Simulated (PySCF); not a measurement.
Cr(OH)4 holds Cr(IV), d2, at total charge 0. The structure is a PBE0-D3(BJ)/def2-TZVP geometry optimised for multiplicity 3; coordination tetrahedral, point group C1, metal–donor distances 1.76 Å.

```
9

Cr    0.000    0.000    0.000
O     0.969    1.034    1.039
H     1.554    0.592    1.665
O     0.957   -1.047   -1.040
H     1.510   -0.609   -1.696
O    -0.961   -1.052    1.031
H    -1.470   -1.738    0.586
O    -0.965    1.029   -1.048
H    -1.585    1.625   -0.614
```

Method (PySCF 2.14, density fitting): CASSCF(2,5) with orbitals averaged over all microstates of the shell, strongly contracted NEVPT2 on the averaged canonical orbitals; basis x2c-TZVPall on the metal, x2c-SVPall elsewhere; spin-free X2C; gas phase; spin-orbit coupling by state interaction with the mean-field operator over all roots.

Which term lies lowest, and with what spin?

3A2-like (S = 1, orbital degeneracy 1), with 2.0 electrons in the lower (e-type) set and 0.0 in the upper (t2-type) set, by NEVPT2.

List the excited states of the same spin.

By NEVPT2, the lowest six: 3T2-like at 13624 cm⁻¹ (734 nm); 3T2-like at 13684 cm⁻¹ (731 nm); 3T2-like at 19661 cm⁻¹ (509 nm); 3T1-like at 21822 cm⁻¹ (458 nm); 3T1-like at 24037 cm⁻¹ (416 nm); 3T1-like at 24067 cm⁻¹ (416 nm). The strongest, at 24037 cm⁻¹, has f = 1.3e-03.

Which is the lowest state of another spin?

1E-like at 11410 cm⁻¹ by NEVPT2; CASSCF alone puts it at 14427 cm⁻¹ above the same ground state.

What ligand-field parameters describe the result?

At CASSCF level (the NEVPT2 levels don't fit a ligand-field model well): orbital energies 0, 3104, 13844, 13870, 15392 cm⁻¹; 10Dq = 12817 cm⁻¹ (difference of the means of the two sets); B = 909 cm⁻¹; C = 3619 cm⁻¹; B over its free-ion value at the same level 0.722; rms of the fit 485 cm⁻¹; ζ = 236 cm⁻¹ (free ion 319).

What magnetic behaviour follows?

The ground multiplet follows a spin Hamiltonian with S = 1, g = 1.945, 1.946, 1.961, D = 0.89 cm⁻¹, E/|D| = 0.01 (spin-orbit part alone); the lowest levels hold 100 % of the spin-free ground state. μeff is 2.79 μB at 300 K and 2.76 μB at 10 K; the spin-only value is 2.83 μB.

Charge-transfer states lie outside this active space and may come lower than some of these levels. NEVPT2 lifts 3T2-like from 11928 to 13684 cm⁻¹; on the d shell alone such lifts tend to overshoot. An active orbital has only 0.74 squared overlap with the free ion's shell, so the metal shell alone is a small active space here. NEVPT2 on the d shell alone tends to put d–d bands too high for such charged or covalently bound ions.

The job took 9.9 s on one thread of Arm Neoverse N1 (shared host), with 124 basis functions, launched as `OMP_NUM_THREADS=1 python lf_run.py task.json out`.
